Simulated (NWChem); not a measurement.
A series in which one site is exchanged, each optimised at PBE0/def2-SVP with NWChem, gas phase unless a solvent is named. This build's default masses of Se (78.918 u) and Br (79.917 u) are each other's, which moves their modes by up to 0.6 %. Some are not confirmed as minima by frequencies. def2 effective core potentials on I; no spin-orbit coupling.

A: [GaH2][I] (GaH$_{2}$I; site = I)
B: [GaH3] (GaH3; site = H)
C: [GaH2][Br] (GaH2Br; site = Br)
D: [F][GaH2] (GaH2F; site = F)

Q: Rank them by static polarisability, PBE/def2-SVPD (bohr³), lowest first.

A: D (30.8), B (34.4), C (54.9), A (70.1)
